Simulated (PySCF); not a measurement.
Be(H)(Et) (C2H6Be), SMILES [BeH][CH2]C.

Geometry: PBE-D3(BJ)/def2-TZVP.

Calculation: IEF-PCM-PBE0/def2-SVP (PySCF).

The values are the electrostatic part of the solvation free energy, E(continuum) − E(gas) at the gas-phase geometry, in a cavity of scaled van der Waals radii (PySCF's table); cavitation and dispersion terms are not included. A continuum can't describe solvent molecules that bind to the metal. In vacuum the orbital gap is 7.48 eV. The dipole moment in vacuum is 0.62 D.

| solvent | ε | ΔG(elec) (kcal/mol) | dipole (D) | gap (eV) |
|---|---|---|---|---|
| water | 78.36 | -3.1 | 0.66 | 7.66 |
| chloroform | 4.71 | -2.2 | 0.66 | 7.60 |
| 1-octanol | 9.86 | (withheld) | (withheld) | (withheld) |

### Question
Complete the blanks. (An estimate is asked for; the answer gives what the named calculation found.)

### Answer

- 1-octanol, ΔG(elec) (kcal/mol): -2.6
- 1-octanol, dipole (D): 0.66
- 1-octanol, gap (eV): 7.63
